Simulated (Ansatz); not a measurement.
GaI3 (`[I][Ga]([I])[I]`), relaxed with RKS PBE0-D4/def2-TZVP in Ansatz from a PBE-D4/def2-SVP geometry. The force threshold is 0.005 eV/Å; the program also tests the step.

Total charge 0; spin multiplicity 1. I: def2 effective core potential.

Start:

```xyz
4

I     0.136    0.398    2.459
Ga    0.000    0.000    0.000
I    -1.571    1.344   -1.396
I     1.435   -1.742   -1.063
```

| step | energy (eV) | largest force (eV/Å) | largest move (Å) |
| --- | --- | --- | --- |
| 1 | -76680.2224 | 0.272 | 0.000 |
| 2 | -76680.2291 | 0.198 | 0.045 |
| 3 | -76680.2350 | 0.003 | 0.018 |

End:

```xyz
4

I     0.135    0.394    2.433
Ga    0.000    0.000    0.000
I    -1.555    1.330   -1.381
I     1.420   -1.723   -1.052
```

Run time 22 s (4 threads of a server CPU on a shared host); peak host memory 0.76 GiB.
